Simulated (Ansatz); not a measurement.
CH3F3MoOS, SMILES `C[O][Mo]([F])([F])([F])=[S]`, relaxed with RKS PBE-D4/def2-SVP in Ansatz 0.2.0 from a rough embedded geometry. The force threshold is 0.03 eV/Å; the program also tests the step.

The species carries charge 0 and has multiplicity 1. Mo: def2 effective core potential.

Start:

```xyz
10

C     0.476   -1.206    1.267
O    -0.560   -0.387    0.690
Mo   -0.292    1.071   -0.669
F    -1.073   -0.794   -1.584
F     0.030    1.637   -2.645
F    -2.045    2.072   -1.734
S     1.416    1.707    0.527
H     1.467   -0.853    0.851
H     0.152   -2.212    0.981
H     0.430   -1.036    2.316
```

```
         step  energy (eV)  largest force (eV/Å)  largest move (Å)
            1  -23948.1561                 6.231             0.000
            2  -23950.9449                 3.314             0.195
            3  -23952.1257                 1.490             0.200
            4  -23952.7344                 0.851             0.195
            5  -23953.0478                 0.419             0.199
            6  -23953.2376                 0.354             0.197
            7  -23953.4174                 0.414             0.200
            8  -23953.5999                 0.416             0.195
            9  -23953.7655                 0.482             0.200
           10  -23953.8616                 0.272             0.184
           11  -23953.9160                 0.327             0.200
           13  -23953.9350                 0.151             0.097
           15  -23953.9471                 0.252             0.101
           17  -23953.9551                 0.111             0.036
           19  -23953.9648                 0.112             0.048
21 (rejected)  -23953.9549                 0.437             0.195
           23  -23953.9753                 0.174             0.098
           25  -23953.9807                 0.096             0.063
27 (rejected)  -23953.9673                 0.571             0.196
           29  -23953.9893                 0.087             0.057
           31  -23953.9898                 0.022             0.036
           33  -23953.9905                 0.031             0.033
           35  -23953.9910                 0.039             0.018
           36  -23953.9912                 0.025             0.026
```

End:

```xyz
10

C     0.159   -1.153    1.306
O     0.163    0.123    0.720
Mo   -0.137    0.941   -0.915
F     0.367   -0.730   -1.623
F    -1.085    1.074   -2.513
F    -1.477    2.002   -0.172
S     1.521    2.218   -1.181
H     0.968   -1.207    2.064
H     0.338   -1.916    0.515
H    -0.817   -1.352    1.798
```

It took 70 s on 4 threads of an Arm Neoverse V2 on a shared host, with 0.21 GiB of host memory at the peak.
